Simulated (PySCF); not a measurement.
# What a mistake does to a calculation on BCGeH8N

Calculated results; nothing here was measured. They come from PySCF 2.14.0, an open-source quantum chemistry program, on an isolated molecule that a program drew, which may never have been made. The molecule is BCGeH8N (charge 0, singlet), drawn as the SMILES string `[BH2][GeH2][CH2]N`.

Each row is a Hartree-Fock (HF) and frozen-core CCSD(T) single point in the cc-pVDZ basis, meant for a local HF minimum. Run 1 is clean. Each other run has one planted mistake out of seven kinds, and not every kind appears here: one electron removed, one electron added, multiplicity raised by two, geometry at a saddle point, minimal basis STO-3G, one bond length entered in bohr, all coordinates scaled. The reference is restricted for singlets and unrestricted otherwise, and also for a bond in bohr. Adding or removing an electron swaps singlet and doublet. Electrons count all cores. HOMO and LUMO are orbital energies over both spins, the gradient is its largest component, and the lowest frequency (negative if imaginary) is given only where the gradient is small. Bond lengths are over the 11 bonds as drawn. T1 is the CCSD diagnostic: over 0.02 (restricted) or 0.045 (unrestricted) a single reference is doubtful. Germanium has the cc-pVDZ-PP basis, with a core potential (ECP10MDF) in place of its 10 inner electrons, and its 3s, 3p and 3d shells are frozen in CCSD(T).

Geometry of the clean run:
```xyz
12
BCGeH8N, angstrom
B    -0.9428   -1.3066   -3.2105
Ge    0.0076   -0.5733   -1.4998
C    -1.2491    0.1907   -0.1613
N    -2.2723   -0.7235    0.3403
H    -2.1009   -1.6247   -3.1984
H    -0.3404   -1.4512   -4.2372
H     0.7205   -1.7750   -0.8387
H     1.0959    0.4550   -1.8623
H    -1.7434    1.0635   -0.5947
H    -0.6710    0.5665    0.6858
H    -2.8388   -1.0716   -0.4150
H    -1.8462   -1.5301    0.7653
```

| run | electrons | basis functions | <S^2> | HOMO (eV) | LUMO (eV) | gradient (hartree/bohr) | lowest frequency (cm^-1) | mean bond (Å) | longest bond (Å) | T1 | HF (hartree) | CCSD(T) (hartree) | mistake |
|---|---|---|---|---|---|---|---|---|---|---|---|---|---|
| 1 | 58 | 105 | 0.000 | -9.45 | 1.38 | 1.2e-05 | 84 | 1.3839 | 2.090 | 0.0107 | -414.98796 | -415.56247 | no fault |
| 2 | 58 | 105 | 2.015 | -7.42 | -1.48 | 5.3e-02 | - | 1.3839 | 2.090 | 0.0282 | -414.87156 | -415.44070 | multiplicity raised by two |
| 3 | 58 | 105 | 0.935 | -8.54 | 1.37 | 1.0e-02 | - | 1.5530 | 3.949 | 0.0166 | -414.89217 | -415.44122 | ? |
| 4 | 58 | 105 | 0.000 | -9.31 | 1.53 | 6.9e-02 | - | 1.2857 | 1.941 | 0.0106 | -414.92628 | -415.48857 | ? |

**Which mistake was planted in run 3, and what did it cost?**

The mean bond changes by a factor of 1.122 and the longest by 1.889, so the molecule wasn't scaled as a whole. A length L in bohr read as angstrom grows by (1/0.5292 - 1) L = 0.890 L. The 11 bonds together grew by 11 x 0.1691 = 1.860 Å, which gives L = 2.091 Å. That is bond B1-Ge2, 2.090 Å in the clean geometry. So the mistake is: one bond length entered in bohr. Subtracting run 1 and multiplying by 627.51 kcal/mol a hartree, the energy moved by 60.1 kcal/mol in HF and 76.1 kcal/mol in CCSD(T).

**Which mistake was planted in run 4, and what did it cost?**

The mean and the longest bond both change by the same factor, 0.929, and the gradient is no longer small. So the mistake is: all coordinates scaled. Subtracting run 1 and multiplying by 627.51 kcal/mol a hartree, the energy moved by 38.7 kcal/mol in HF and 46.4 kcal/mol in CCSD(T).

